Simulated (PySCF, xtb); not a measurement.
OP, SMILES O=[P], multiplicity 2.

Coordinates come from a B3LYP-D3(BJ)/def2-TZVPD optimisation.

Method: IEF-PCM-M06-2X/def2-TZVPD (PySCF).

The values are the electrostatic part of the solvation free energy, E(continuum) − E(gas) at the gas-phase geometry, in a cavity of scaled van der Waals radii (PySCF's table); cavitation and dispersion terms are not included. The dipole moment in vacuum is 2.19 D.

| solvent | ε | ΔG(elec) (kcal/mol) | dipole (D) |
|---|---|---|---|
| water | 78.36 | -4.4 | 2.97 |
| dichloromethane | 8.93 | … | … |
| toluene | 2.37 | -2.0 | 2.54 |

### Question
Complete the blanks. (Estimate from the structure and the level; the computed values follow.)

### Answer

- dichloromethane, ΔG(elec) (kcal/mol): -3.7
- dichloromethane, dipole (D): 2.84

For comparison, GFN2-xTB/ALPB(water) (xtb, at the GFN2-xTB geometry, all terms of that model) gives 1.0 kcal/mol.
